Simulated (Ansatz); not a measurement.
A CCSD(T) single point on BFGeH5NO (`[NH2][GeH2][O]BF`).

```yaml
crystal:
  periodic: [false, false, false]
  atoms:
    - {symbol: N, position_ang: [-0.064250, 0.915232, 1.771779]}
    - {symbol: Ge, position_ang: [-0.851843, 0.445777, 0.206751]}
    - {symbol: O, position_ang: [0.370160, 0.130526, -1.086766]}
    - {symbol: B, position_ang: [0.815152, -1.060964, -1.492402]}
    - {symbol: F, position_ang: [1.752380, -1.108063, -2.435050]}
    - {symbol: H, position_ang: [0.450218, 0.188186, 2.246640]}
    - {symbol: H, position_ang: [0.480098, 1.765257, 1.757428]}
    - {symbol: H, position_ang: [-1.638407, -0.851949, 0.418093]}
    - {symbol: H, position_ang: [-1.649342, 1.632811, -0.330522]}
    - {symbol: H, position_ang: [0.418932, -2.108013, -1.052950]}
basis:
  gaussian: {orbitals: def2-SVP}
correlation: {method: ccsd_t}
```

```sh
$ ansatz run in.yaml --threads 4 --pin off --events-out ev --progress --plain
```

Log, shortened:

```
Functional definition: HF
1112 factors; integrals over basis functions are off by at most 1.3e-3 eV
mean field evaluation 1: about -63436.2592 eV, gradient 4.6e1 eV
mean field evaluation 2: about -63436.3335 eV, gradient 4.6e1 eV
mean field evaluation 4: about -63440.5938 eV, gradient 3.3e0 eV
mean field evaluation 8: about -63440.6371 eV, gradient 2.7e-4 eV
mean field -63440.63711911 eV, -2331.4004125189 hartree, gradient 7.0e-7 eV, S^2 0.000000; 0 other end points of the search recorded, 0 dependent functions left out
13 core orbitals not correlated: weight in the atoms' cores, before any rotation towards them, 1.000 or more for the frozen orbitals, at most 0.000 for the correlated occupied ones
reference -63440.63711911 eV, -2331.4004125189 hartree; 20, 20 occupied and 80, 80 virtual orbitals, 1112 factors
second order -23.19489495 eV of doubles, -0.00000000 eV of singles
cycle   1  -23.14329488 eV  change    5.2e-2 eV  update   1.2e-1
cycle   2  -23.76578108 eV  change   -6.2e-1 eV  update   3.2e-2
cycle   3  -23.90584956 eV  change   -1.4e-1 eV  update   1.7e-2
cycle   4  -23.89207712 eV  change    1.4e-2 eV  update   3.9e-3
cycle   5  -23.89087694 eV  change    1.2e-3 eV  update   1.7e-3
cycle   6  -23.89124024 eV  change   -3.6e-4 eV  update   5.0e-4
cycle   7  -23.89095855 eV  change    2.8e-4 eV  update   1.7e-4
cycle   8  -23.89089212 eV  change    6.6e-5 eV  update   6.0e-5
cycle   9  -23.89089629 eV  change   -4.2e-6 eV  update   2.3e-5
perturbative correction -0.57851183 eV, -0.0212599176 hartree
Total energy: -63465.10652723 eV, -2332.2996466815 hartree
```

Hardware: 4 threads of a server CPU on a shared host. Wall time 8.5 s, peak host memory 0.61 GiB.

Correlation energy per correlated electron: -0.612 eV. T1 diagnostic: 0.0127.
